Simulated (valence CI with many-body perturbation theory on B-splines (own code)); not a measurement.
**Eu LI: electric-dipole lines**

Level of theory: relativistic CI+MBPT: three valence electrons over a frozen Dirac-Fock core [Ne], radial functions for each j: 11 s, 11 p, 10 d, 8 f, 5 g, 2 h, with the one-electron correlation potential Σ1, the two-electron term Σ2, the three-electron term Σ3, Breit, model QED; selected CI, second order for the rest, scaled by the run's own slope (own B-spline code, finite nucleus).

The last digits are not significant, and no measured levels were compared; by estimate large intervals hold to a few tenths of a per cent, small ones and those within an open d or f shell to about a per cent.

Lines 1 to 50 of 586 in falling wavelength, among levels below 17825 × 10³ cm⁻¹, chosen from the strongest by gf and those to the six lowest levels. Wavelengths and rates use the calculated energies. Electric multipoles are in the length gauge, E1 and E2 with the static RPA response of the core. Weak lines are less certain than strong ones. Lines between different terms over intervals too small for the method are left out, as are lines whose strength nearly cancels. The highest levels of a list are the least certain.

Levels are named by their leading jj configuration (3d3/2^4 stands for four electrons in 3d with j = 3/2), which in mixed levels can hold well under half, so a name can repeat and another be missing. Letters in brackets count levels of one name in rising energy.

| λ vac (nm) | Upper | Lower | A (s⁻¹) | S (a.u.) with core polarisation | S without |
| --- | --- | --- | --- | --- | --- |
| 30.61 | (3s^2 3p3/2) J=3/2 | (3s 3p1/2^2) J=1/2 | 5.55e+06 | 3.14e-04 | 3.20e-04 |
| 22.90 | (3s 3p1/2 4p1/2) J=1/2 [a] | (3s 3p1/2 4s) J=1/2 [a] | 7.63e+09 | 9.04e-02 | 9.07e-02 |
| 21.40 | (3s 3p1/2 4p1/2) J=3/2 | (3s 3p1/2 4s) J=3/2 | 4.60e+09 | 8.90e-02 | 8.93e-02 |
| 21.19 | (3s^2 4p1/2) J=1/2 | (3s^2 4s) J=1/2 | 1.02e+10 | 9.56e-02 | 9.59e-02 |
| 17.37 | (3s 3p1/2 4p1/2) J=1/2 [b] | (3s 3p1/2 4s) J=3/2 | 1.07e+10 | 5.53e-02 | 5.55e-02 |
| 11.68 | (3s 3p1/2 3p3/2) J=3/2 [a] | (3s^2 3p3/2) J=3/2 | 1.26e+09 | 3.96e-03 | 4.04e-03 |
| 11.32 | (3p1/2 3p3/2 3d5/2) J=7/2 [b] | (3s 3p3/2 3d5/2) J=5/2 [b] | 7.93e+09 | 4.54e-02 | 4.63e-02 |
| 11.06 | (3p1/2 3p3/2 3d5/2) J=9/2 | (3s 3p3/2 3d5/2) J=7/2 [b] | 6.39e+09 | 4.26e-02 | 4.34e-02 |
| 10.88 | (3p1/2 3d3/2^2) J=5/2 | (3s 3d3/2^2) J=3/2 | 1.05e+10 | 3.99e-02 | 4.06e-02 |
| 10.80 | (3p1/2 3d3/2 3d5/2) J=9/2 | (3s 3d3/2 3d5/2) J=7/2 [b] | 1.68e+10 | 1.04e-01 | 1.06e-01 |
| 10.62 | (3p1/2 3d3/2 3d5/2) J=7/2 [a] | (3s 3d3/2 3d5/2) J=5/2 [a] | 7.07e+09 | 3.35e-02 | 3.41e-02 |
| 10.30 | (3s 3p1/2 3p3/2) J=5/2 | (3s^2 3p3/2) J=3/2 | 8.36e+09 | 2.71e-02 | 2.76e-02 |
| 10.28 | (3s 3p1/2 3d5/2) J=7/2 | (3s^2 3d5/2) J=5/2 | 1.37e+10 | 5.88e-02 | 5.98e-02 |
| 10.16 | (3p1/2 3d3/2 3d5/2) J=7/2 [a] | (3s 3d3/2 3d5/2) J=7/2 [a] | 8.97e+09 | 3.71e-02 | 3.78e-02 |
| 10.11 | (3p1/2 3d5/2^2) J=9/2 | (3s 3d5/2^2) J=7/2 | 2.55e+10 | 1.30e-01 | 1.32e-01 |
| 10.09 | (3p1/2 3d5/2^2) J=5/2 | (3s 3d5/2^2) J=3/2 | 1.92e+10 | 5.85e-02 | 5.95e-02 |
| 10.06 | (3p1/2 3d3/2 3d5/2) J=9/2 | (3s 3d3/2 3d5/2) J=9/2 | 9.14e+09 | 4.60e-02 | 4.68e-02 |
| 9.792 | (3p1/2 3p3/2 3d5/2) J=9/2 | (3s 3p3/2 3d5/2) J=7/2 [a] | 1.07e+10 | 4.96e-02 | 5.04e-02 |
| 9.603 | (3p1/2^2 3p3/2) J=3/2 | (3s 3p1/2 3p3/2) J=3/2 [b] | 6.64e+09 | 1.16e-02 | 1.18e-02 |
| 9.581 | (3s 3p1/2^2) J=1/2 | (3s^2 3p1/2) J=1/2 | 2.19e+10 | 1.90e-02 | 1.94e-02 |
| 9.475 | (3p1/2 3p3/2 3d5/2) J=5/2 [a] | (3s 3p3/2 3d5/2) J=3/2 [a] | 1.60e+10 | 4.03e-02 | 4.10e-02 |
| 9.424 | (3p1/2 3d3/2 3d5/2) J=5/2 [b] | (3s 3d3/2 3d5/2) J=5/2 [b] | 1.32e+10 | 3.28e-02 | 3.34e-02 |
| 9.389 | (3p1/2 3d5/2^2) J=1/2 | (3s 3d5/2^2) J=1/2 | 4.32e+10 | 3.53e-02 | 3.59e-02 |
| 9.388 | (3p1/2 3p3/2 3d3/2) J=7/2 | (3s 3p3/2 3d3/2) J=7/2 | 1.25e+10 | 4.09e-02 | 4.16e-02 |
| 9.350 | (3s^2 4p3/2) J=3/2 | (3s^2 4s) J=1/2 | 1.25e+11 | 2.02e-01 | 2.04e-01 |
| 9.317 | (3p1/2 3d5/2^2) J=3/2 | (3s 3d5/2^2) J=5/2 | 3.03e+10 | 4.83e-02 | 4.92e-02 |
| 9.247 | (3p1/2 3d5/2^2) J=5/2 | (3s 3d5/2^2) J=5/2 | 2.27e+10 | 5.32e-02 | 5.41e-02 |
| 9.226 | (3p1/2^2 3d5/2) J=5/2 | (3s 3p1/2 3d5/2) J=3/2 | 2.39e+10 | 5.55e-02 | 5.64e-02 |
| 9.154 | (3p1/2 3d3/2 3d5/2) J=7/2 [b] | (3s 3d3/2 3d5/2) J=7/2 [b] | 1.05e+10 | 3.17e-02 | 3.23e-02 |
| 9.127 | (3p1/2 3d5/2^2) J=7/2 | (3s 3d5/2^2) J=9/2 | 2.96e+10 | 8.88e-02 | 9.03e-02 |
| 9.036 | (3s^2 4d3/2) J=3/2 | (3s^2 4p1/2) J=1/2 | 1.33e+11 | 1.93e-01 | 1.94e-01 |
| 9.019 | (3p1/2 3d3/2^2) J=3/2 | (3s 3d3/2^2) J=5/2 | 2.70e+10 | 3.91e-02 | 3.98e-02 |
| 9.004 | (3p1/2 3d5/2^2) J=9/2 | (3s 3d5/2^2) J=9/2 | 1.99e+10 | 7.17e-02 | 7.30e-02 |
| 8.942 | (3s 3p1/2 3p3/2) J=3/2 [b] | (3s^2 3p3/2) J=3/2 | 1.44e+10 | 2.03e-02 | 2.07e-02 |
| 8.935 | (3p1/2^2 3d5/2) J=5/2 | (3s 3p1/2 3d5/2) J=5/2 [b] | 2.64e+10 | 5.57e-02 | 5.67e-02 |
| 8.830 | (3p1/2 3p3/2 3d5/2) J=5/2 [a] | (3s 3p3/2 3d5/2) J=5/2 [a] | 1.47e+10 | 3.00e-02 | 3.05e-02 |
| 8.676 | (3p1/2 3p3/2 3d5/2) J=7/2 [b] | (3s 3p3/2 3d5/2) J=7/2 [a] | 1.38e+10 | 3.55e-02 | 3.61e-02 |
| 8.674 | (3s 3p1/2 3d3/2) J=3/2 [a] | (3s 3p1/2 3p3/2) J=3/2 [b] | 1.29e+10 | 1.66e-02 | 1.69e-02 |
| 8.620 | (3p1/2 3d3/2 3d5/2) J=7/2 [b] | (3s 3d3/2 3d5/2) J=9/2 | 3.57e+10 | 9.02e-02 | 9.18e-02 |
| 8.574 | (3p1/2 3p3/2^2) J=5/2 | (3s 3p3/2^2) J=5/2 | 1.83e+10 | 3.42e-02 | 3.48e-02 |
| 8.463 | (3p1/2 3p3/2 3d5/2) J=5/2 [b] | (3s 3p3/2 3d5/2) J=7/2 [a] | 2.07e+10 | 3.71e-02 | 3.78e-02 |
| 8.435 | (3s 3p1/2 3p3/2) J=1/2 | (3s^2 3p3/2) J=3/2 | 2.06e+10 | 1.22e-02 | 1.24e-02 |
| 8.413 | (3p1/2^2 3p3/2) J=3/2 | (3s 3p1/2 3p3/2) J=5/2 | 3.95e+10 | 4.65e-02 | 4.73e-02 |
| 8.397 | (3p1/2 3p3/2 3d5/2) J=7/2 [a] | (3s 3p3/2 3d5/2) J=9/2 | 3.78e+10 | 8.84e-02 | 8.99e-02 |
| 8.388 | (3p1/2^2 3d5/2) J=5/2 | (3s 3p1/2 3d5/2) J=7/2 | 4.97e+10 | 8.68e-02 | 8.83e-02 |
| 8.379 | (3p1/2^2 3d3/2) J=3/2 | (3s 3p1/2 3d3/2) J=5/2 | 5.42e+10 | 6.29e-02 | 6.41e-02 |
| 8.344 | (3p1/2 3p3/2^2) J=3/2 | (3s 3p3/2^2) J=5/2 | 3.42e+10 | 3.92e-02 | 3.99e-02 |
| 8.129 | (3p1/2 3d3/2 3d5/2) J=5/2 [b] | (3s 3d3/2 3d5/2) J=7/2 [a] | 2.23e+10 | 3.54e-02 | 3.61e-02 |
| 8.107 | (3p1/2 3p3/2 3d3/2) J=5/2 [b] | (3s 3p3/2 3d3/2) J=7/2 | 4.33e+10 | 6.82e-02 | 6.94e-02 |
| 8.083 | (3s 3p1/2 3d3/2) J=5/2 | (3s 3p1/2 3p3/2) J=3/2 [b] | 3.16e+09 | 4.95e-03 | 5.04e-03 |
